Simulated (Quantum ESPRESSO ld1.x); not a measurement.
Values are calculated unless marked as measured or tabulated.
These are the eigenvalues of the occupied orbitals of an atom or ion with whole-number occupations (eV). Level of theory: Dirac Kohn-Sham, LDA (Slater exchange, VWN5 correlation), spin-unpolarised, spherical densities, point nucleus (ld1.x of Quantum ESPRESSO 7.5).

1s1/2: -38730.1
2s1/2: -6207.47
2p1/2: -5859.72
2p3/2: -5447.14
3s1/2: -1366.56
3p1/2: -1219.74
3p3/2: -1139.30
3d3/2: -881.367
3d5/2: -864.128
4s1/2: -312.820
4p1/2: -258.548
4p3/2: -241.015
4d3/2: -151.642
4d5/2: -148.547
5s1/2: -77.5508
5p1/2: -61.5138
5p3/2: -58.4162

Which element is it, and in what charge state? The configuration may be excited. Open shells, if any, fill j = l - 1/2 first.

Answer. Z = 57, lanthanum, charge +4: La4+ in [Kr] 4d9 5s2 5p6. The list shows which subshells hold electrons but not how many an open one holds; the 1s level, -1423.3 hartree, gives Z - s = 53.4 by -(Z - s)^2/2, which with screening and relativity narrows Z to a few neighbours, and the depths of the outer levels then fix element, charge and occupations together.
